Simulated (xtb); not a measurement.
C2H5Zn (SMILES C[CH2][Zn]), doublet, from a rough starting geometry (GFN-xTB shapes and energies of metal compounds can be far from the true ones) (the spin is typed, not shown lowest); GFN2-xTB run with xtb.

xtb was given this input:
```
$ xtb mol.xyz --gfn 2 --uhf 1 --opt vtight --json

# file mol.xyz
8

Zn     1.15116518     1.74609759     1.26507451
C      0.65631942    -0.13705256     0.23406893
C     -0.66389399    -0.13543674    -0.32028177
H      0.75831552    -0.95436415     0.95623974
H      1.41865375    -0.28503319    -0.52966289
H     -0.83786305     0.71505548    -1.12558013
H     -1.46749957     0.06741681     0.38338331
H     -0.99107710    -1.03355865    -0.90352354
```

Output, abridged:

```
   ID    Z sym.   atoms
    1   30 Zn     1
    2    6 C      2, 3
    3    1 H      4-8

           -------------------------------------------------
          |                Calculation Setup                |
           -------------------------------------------------

           -------------------------------------------------
          |                 G F N 2 - x T B                 |
           -------------------------------------------------

          ...................................................
          :                      SETUP                      :
          :.................................................:
          :  # basis functions                  17          :
          :  # atomic orbitals                  17          :
          :  # shells                           11          :
          :  # electrons                        15          :
          :  max. iterations                   250          :
          :  Hamiltonian                  GFN2-xTB          :
          :  restarted?                      false          :
          :  GBSA solvation                  false          :
          :  PC potential                    false          :
          :  electronic temp.          300.0000000     K    :
          :  accuracy                    1.0000000          :
          :  -> integral cutoff          0.2500000E+02      :
          :  -> integral neglect         0.1000000E-07      :
          :  -> SCF convergence          0.1000000E-05 Eh   :
          :  -> wf. convergence          0.1000000E-03 e    :
          :  Broyden damping             0.4000000          :
          :  net charge                          0          :
          :  unpaired electrons                  1          :
          ...................................................

 iter      E             dE          RMSdq      gap      omega  full diag
   1     -7.2810311 -0.728103E+01  0.895E+00    3.61       0.0  T
   2     -7.3093148 -0.282836E-01  0.306E+00    5.56       1.0  T
   3     -7.3523595 -0.430447E-01  0.387E+00    4.34       1.0  T
   4     -7.3961261 -0.437666E-01  0.534E-01    5.20       1.0  T
   5     -7.3969943 -0.868260E-03  0.184E-01    5.31       1.0  T
   6     -7.3971127 -0.118374E-03  0.621E-02    5.28       1.0  T
   7     -7.3971147 -0.196835E-05  0.172E-02    5.28       2.1  T
   8     -7.3971150 -0.340385E-06  0.480E-03    5.28       7.4  T
   9     -7.3971150  0.224597E-07  0.271E-03    5.28      13.0  T
  10     -7.3971150 -0.254448E-07  0.783E-04    5.28      45.2  T
  11     -7.3971150 -0.515088E-09  0.142E-04    5.28     249.5  T

   *** convergence criteria satisfied after 11 iterations ***

         :::::::::::::::::::::::::::::::::::::::::::::::::::::
         ::                     SUMMARY                     ::
         :::::::::::::::::::::::::::::::::::::::::::::::::::::
         :: total energy              -7.298558592758 Eh    ::
         :: gradient norm              0.106967240025 Eh/a0 ::
         :: HOMO-LUMO gap              5.284913771203 eV    ::
         ::.................................................::
         :: SCC energy                -7.397114284685 Eh    ::
         :: -> isotropic ES            0.013772633615 Eh    ::
         :: -> anisotropic ES          0.002537357500 Eh    ::
         :: -> anisotropic XC          0.004567858783 Eh    ::
         :: -> dispersion             -0.003971704246 Eh    ::
         :: repulsion energy           0.098555691927 Eh    ::
         :: add. restraining           0.000000000000 Eh    ::
         :: total charge              -0.000000000000 e     ::
         :::::::::::::::::::::::::::::::::::::::::::::::::::::

      -----------------------------------------------------------
     |                   =====================                   |
     |                        A N C O P T                        |
     |                   =====================                   |
[...]
 * total energy  :    -7.2985586 Eh     change       -0.4526157E-10 Eh
 * total energy  :    -7.3063587 Eh     change       -0.7800109E-02 Eh
 * total energy  :    -7.3078452 Eh     change       -0.1486451E-02 Eh
 * total energy  :    -7.3079889 Eh     change       -0.1437703E-03 Eh
 * total energy  :    -7.3080032 Eh     change       -0.1427782E-04 Eh
 * total energy  :    -7.3080051 Eh     change       -0.1914834E-05 Eh
 * total energy  :    -7.3080058 Eh     change       -0.6998639E-06 Eh
 * total energy  :    -7.3080059 Eh     change       -0.3729850E-07 Eh
   *** GEOMETRY OPTIMIZATION CONVERGED AFTER 8 ITERATIONS ***
         :: total energy              -7.308005853483 Eh    ::
[...]
      -------------------------------------------------------------
         1        2.0000           -0.5857920             -15.9402
         2        2.0000           -0.5374208             -14.6240
         3        2.0000           -0.4802239             -13.0676
         4        2.0000           -0.4696385             -12.7795
         5        2.0000           -0.4399085             -11.9705
         6        2.0000           -0.4189153             -11.3993
         7        2.0000           -0.3727706             -10.1436
         8        1.0000           -0.2750670              -7.4850 (HOMO)
         9                         -0.0792021              -2.1552 (LUMO)
        10                         -0.0779745              -2.1218
        11                          0.1206723               3.2837
        12                          0.1705311               4.6404
        13                          0.1845837               5.0228
        14                          0.2000182               5.4428
        15                          0.2259871               6.1494
        16                          0.3023553               8.2275
        17                          0.3143104               8.5528
      -------------------------------------------------------------
                  HL-Gap            0.1958649 Eh            5.3298 eV
             Fermi-level           -0.2505267 Eh           -6.8172 eV

     #   Z          covCN         q      C6AA      α(0)
     1  30 Zn       0.717     0.166   331.396    43.733
     2   6 C        3.540    -0.164    24.946     7.321
     3   6 C        3.751    -0.083    22.142     6.711
     4   1 H        0.925     0.008     2.918     2.671
     5   1 H        0.925     0.008     2.918     2.671
     6   1 H        0.924     0.020     2.734     2.586
     7   1 H        0.924     0.020     2.734     2.586
     8   1 H        0.924     0.024     2.677     2.559

 Mol. C6AA /au·bohr⁶  :       1258.450062
 Mol. C8AA /au·bohr⁸  :      56244.485370
 Mol. α(0) /au        :         70.836369

Wiberg/Mayer (AO) data.
largest (>0.10) Wiberg bond orders for each atom

 ---------------------------------------------------------------------------
     #   Z sym  total        # sym  WBO       # sym  WBO       # sym  WBO
 ---------------------------------------------------------------------------
     1  30 Zn   0.795 --     2 C    0.688
     2   6 C    3.677 --     3 C    1.040     4 H    0.967     5 H    0.967
                             1 Zn   0.688
     3   6 C    3.997 --     2 C    1.040     7 H    0.982     6 H    0.982
                             8 H    0.965
     4   1 H    1.000 --     2 C    0.967
     5   1 H    1.000 --     2 C    0.967
     6   1 H    1.000 --     3 C    0.982
     7   1 H    1.000 --     3 C    0.982
     8   1 H    0.999 --     3 C    0.965
 ---------------------------------------------------------------------------

Topologies differ in total number of bonds
Writing topology from bond orders to xtbtopo.mol

molecular dipole:
                 x           y           z       tot (Debye)
 q only:        0.167       0.577       0.325
   full:        0.022       0.215       0.103       0.608
molecular quadrupole (traceless):
                xx          xy          yy          xz          yz          zz
 q only:       -0.816       1.845       1.076       1.167       1.994      -0.260
  q+dip:       -0.583       0.503       0.466      -0.007       0.456       0.117
   full:        0.212       0.179      -0.489      -0.019      -0.323       0.277

optimized geometry written to: xtbopt.xyz

           -------------------------------------------------
          | TOTAL ENERGY               -7.308005853483 Eh   |
          | GRADIENT NORM               0.000117571693 Eh/α |
          | HOMO-LUMO GAP               5.329754759780 eV   |
           -------------------------------------------------

normal termination of xtb
```
